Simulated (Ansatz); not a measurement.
A CCSD(T) single point on C₂H₇BSi.

```yaml
crystal:
  periodic: [false, false, false]
  atoms:
    - {symbol: B, position_ang: [-0.323513, 0.816864, -0.352924]}
    - {symbol: Si, position_ang: [-0.436947, -0.524514, 1.246456]}
    - {symbol: C, position_ang: [-0.024697, -0.820391, -0.447447]}
    - {symbol: C, position_ang: [0.993214, 0.144738, -0.940027]}
    - {symbol: H, position_ang: [-1.222168, 1.403239, -0.865427]}
    - {symbol: H, position_ang: [-0.108752, 1.207296, 0.847366]}
    - {symbol: H, position_ang: [0.556377, -0.408714, 2.339250]}
    - {symbol: H, position_ang: [-1.787002, -0.872396, 1.737987]}
    - {symbol: H, position_ang: [-0.631390, -1.410716, -1.120031]}
    - {symbol: H, position_ang: [1.114963, 0.181993, -2.017832]}
    - {symbol: H, position_ang: [1.935515, 0.225601, -0.406772]}
basis:
  gaussian: {orbitals: def2-SVP}
correlation: {method: ccsd_t}
```

```sh
$ ansatz run in.yaml --threads 2 --pin off --events-out ev --progress --plain --max-ram 4352MiB
```

The program prints (abridged):

```
Functional definition: HF
961 factors; integrals over basis functions are off by at most 1.6e-3 eV
mean field evaluation 1: about -10695.8264 eV, gradient 3.1e1 eV
mean field evaluation 2: about -10695.8287 eV, gradient 3.1e1 eV
mean field evaluation 4: about -10698.9445 eV, gradient 3.7e0 eV
mean field evaluation 8: about -10698.9963 eV, gradient 2.3e-4 eV
mean field -10698.99625391 eV, -393.1808602909 hartree, gradient 1.1e-6 eV, S^2 0.000000; 0 other end points of the search recorded, 0 dependent functions left out
8 core orbitals not correlated: weight in the atoms' cores, before any rotation towards them, 1.000 or more for the frozen orbitals, at most 0.000 for the correlated occupied ones
reference -10698.99625391 eV, -393.1808602909 hartree; 11, 11 occupied and 76, 76 virtual orbitals, 961 factors
second order -13.18916177 eV of doubles, -0.00000000 eV of singles
cycle   1  -14.01383319 eV  change   -8.2e-1 eV  update   8.6e-2
cycle   2  -14.44360010 eV  change   -4.3e-1 eV  update   2.6e-2
cycle   3  -14.50456689 eV  change   -6.1e-2 eV  update   1.1e-2
cycle   4  -14.50112787 eV  change    3.4e-3 eV  update   3.5e-3
cycle   5  -14.50108968 eV  change    3.8e-5 eV  update   1.7e-3
cycle   6  -14.50088929 eV  change    2.0e-4 eV  update   6.2e-4
cycle   7  -14.50073947 eV  change    1.5e-4 eV  update   1.9e-4
cycle   8  -14.50078184 eV  change   -4.2e-5 eV  update   6.5e-5
cycle   9  -14.50078092 eV  change    9.1e-7 eV  update   1.8e-5
perturbative correction -0.52581843 eV, -0.0193234707 hartree
Total energy: -10714.02285325 eV, -393.7330776315 hartree
```

Run time 4.4 s (2 threads of an Arm Neoverse V1 on a shared host); peak host memory 0.41 GiB.

MP2 recovers 87.8 % of the CCSD(T) correlation energy and the triples give 3.5 %; T1 = 0.0115.
